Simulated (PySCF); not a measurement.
**BF3, singlet: computed properties**

Computed with PySCF, PBE0, basis B def2-TZVP, F def2-TZVP (no relativity, density fitting).

The structure is a minimum.

- Point group: D3h
- Bond lengths: B–F 1.311 Å (×3)
- Bond angles: F–B–F 120.0° (×3)
- Entropy at 298.15 K and 1 bar: 254.6 J/(mol K)
- Atomisation energy without zero-point energy: 1950 kJ/mol
- Highest occupied level: -12.22 eV
- Heat capacity Cp at 298.15 K: 50.6 J/(mol K)
- Rotational symmetry number: 6
- Zero-point energy: 32.8 kJ/mol
- Enthalpy at 298.15 K above 0 K: 11.68 kJ/mol
- Rotational constants: 0.3441, 0.3441, 0.172 cm⁻¹
- Principal quadrupole moments (Buckingham, traceless) about the centre of mass: -1.97, -1.97, 3.93 D Å
- Lowest empty level: 0.46 eV
- Principal polarisabilities: 11.3, 15.6, 15.6 bohr³
- Dipole moment: 0.00 D

Harmonic modes (masses in u: B 11.009, F 18.998):
```json
{"symmetry": "e'", "ω (cm⁻¹)": "475", "IR (km/mol, summed over degenerate members)": "25.2"}
{"symmetry": "a2''", "ω (cm⁻¹)": "686", "IR (km/mol, summed over degenerate members)": "96.7"}
{"symmetry": "a1'", "ω (cm⁻¹)": "897", "IR (km/mol, summed over degenerate members)": "0.0"}
{"symmetry": "e'", "ω (cm⁻¹)": "1478", "IR (km/mol, summed over degenerate members)": "870"}
```

In D3h the vibrations span 2e' + a2'' + a1'. The a1' mode carries no infrared intensity, as symmetry demands.

Charges (e):
| atom | Mulliken | Löwdin | polar tensor | Mayer order to B1 |
| --- | --- | --- | --- | --- |
| B1 | 0.65 | -1.08 | 1.67 | – |
| F2,3,4 | -0.22 | 0.36 | -0.56 | 1.24 |

Mulliken populations on B1: s 2.56, p 1.32, d 0.40, f 0.08.

Counting electrons, boron keeps none of its valence electrons outside its bonds, so the VSEPR class is AX3 and the expected shape is trigonal planar (D3h), as computed.

The final relaxation and frequency run took 14 s on 4 threads of a shared Arm Neoverse V2 host, with 124 basis functions and 8 gradients; the process peaked at 1.3 GiB. Launch command: `OMP_NUM_THREADS=4 python axn.py task.json out`.
